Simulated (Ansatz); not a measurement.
C3H7BO can be A, `BCC1CO1`, or B, `CBC(C)=O`.

Calculated with Ansatz (gas phase, PBE0-D4/def2-TZVP geometries, no zero-point term in ΔE). CCSD(T)/CBS is the MP2 limit (def2-TZVPP, def2-QZVPP) plus CCSD(T) − MP2 in def2-TZVPP, frozen cores. DFT in def2-TZVPP. B3LYP here is the variant with VWN-RPA as its local correlation; programs differ in this. Each species was taken in one conformer, which may not be the lowest.

A:

Z-matrix (Å, degrees):
```
C
C 1 1.499
B 1 1.554 2 116.6
H 1 1.107 2 109.0 3 -115.4
H 1 1.095 2 110.8 3 130.2
O 2 1.420 1 115.9 3 -81.5
C 2 1.459 1 122.8 3 -150.0
H 2 1.090 1 115.3 3 54.4
H 3 1.197 1 120.0 2 164.7
H 3 1.198 1 121.0 2 -19.2
H 7 1.088 2 119.1 1 -0.9
H 7 1.087 2 120.2 1 -154.0
```

B:

```xyz
12

C    -0.082   -1.819   -0.564
B    -0.548   -0.702    0.414
C    -0.426    0.814    0.058
C     0.647    1.815    0.319
O    -1.462    1.086   -0.532
H     0.805   -2.279   -0.104
H    -0.812   -2.627   -0.657
H     0.206   -1.472   -1.557
H    -1.111   -0.967    1.438
H     0.823    1.888    1.397
H     0.376    2.792   -0.084
H     1.585    1.471   -0.129
```

Question: Which isomer does CCSD(T)/CBS put lower? Give the gap. (An estimate is asked.)

Answer: The calculation gave: B, by 140.1 kJ/mol.

Question: Give E(B) − E(A) in kJ/mol with ωB97M-V, MP2/def2-TZVPP, CCSD/def2-TZVPP, B3LYP, PBE0-D4, r2SCAN-D4, PBE-D4. (Estimate.)

Answer: Ansatz gave: ωB97M-V -139.4, MP2/def2-TZVPP -134.5, CCSD/def2-TZVPP -137.4, B3LYP -154.6, PBE0-D4 -136.8, r2SCAN-D4 -148.3, PBE-D4 -148.8. None reverses the order clearly.

Largest T1 diagnostic: 0.017.

In def2-TZVPP, CCSD(T) changes the Hartree–Fock value by +5.4 kJ/mol (the triples alone add −2.6 kJ/mol) and MP2 by +10.9 kJ/mol. From PBE to PBE0 (25 % exact exchange), in def2-TZVPP and without D4, E(B) − E(A) moves by +12.1 kJ/mol.
